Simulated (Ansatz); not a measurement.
Consider the isomerisation: `C=[C](C)[AlH][CH3]` → `C=[CH][Al]([CH3])[CH3]`.

Computed with Ansatz on PBE0-D4/def2-TZVP structures; ΔE is electronic, products minus reactants. CCSD(T)/CBS adds triple-zeta CCSD(T) − MP2 to the extrapolated MP2 energy (def2 sets, frozen cores). DFT in def2-TZVPP. One conformer a species, not always the lowest.

`C=[C](C)[AlH][CH3]`:

```xyz
14

C    -1.504   -1.501    0.610
C    -0.457   -0.818    0.133
C     0.649   -1.525   -0.594
Al   -0.499    1.106    0.458
C     0.934    2.274   -0.170
H    -1.597   -2.583    0.493
H    -2.318   -1.012    1.139
H     0.767   -1.136   -1.611
H     1.613   -1.370   -0.099
H     0.474   -2.604   -0.664
H    -1.766    1.659    1.249
H     0.849    3.298    0.201
H     0.938    2.322   -1.265
H     1.918    1.890    0.122
```

`C=[CH][Al]([CH3])[CH3]`:

Z-matrix (Å, degrees):
```
C
Al 1 1.956
H 1 1.093 2 113.7
H 1 1.095 2 111.3 3 122.1
H 1 1.097 2 110.3 3 -120.3
C 2 1.950 1 118.8 3 17.6
C 2 1.956 1 121.4 3 -162.4
C 6 1.336 2 121.6 1 -0.1
H 6 1.092 2 122.3 1 179.4
H 7 1.094 2 112.0 1 -141.2
H 7 1.093 2 113.0 1 -18.8
H 7 1.097 2 110.2 1 100.7
H 8 1.089 6 123.1 2 179.6
H 8 1.088 6 121.8 2 -0.4
```

Question: Is it downhill or uphill in electronic energy at CCSD(T)/CBS, and by how much? (An estimate is asked.)

Answer: Ansatz gave: Downhill: ΔE = -38.6 kJ/mol.

Question: What do these levels give: ωB97M-V, r2SCAN, HF/def2-TZVPP, MP2/def2-TZVPP, SCS-MP2/def2-TZVPP, MP2/CBS(def2)? (Estimate.)

Answer: Computed: ωB97M-V -38.3, r2SCAN -39.1, HF/def2-TZVPP -34.0, MP2/def2-TZVPP -36.7, SCS-MP2/def2-TZVPP -35.1, MP2/CBS(def2) -38.1 kJ/mol.

Largest T1 diagnostic among the species: 0.010.
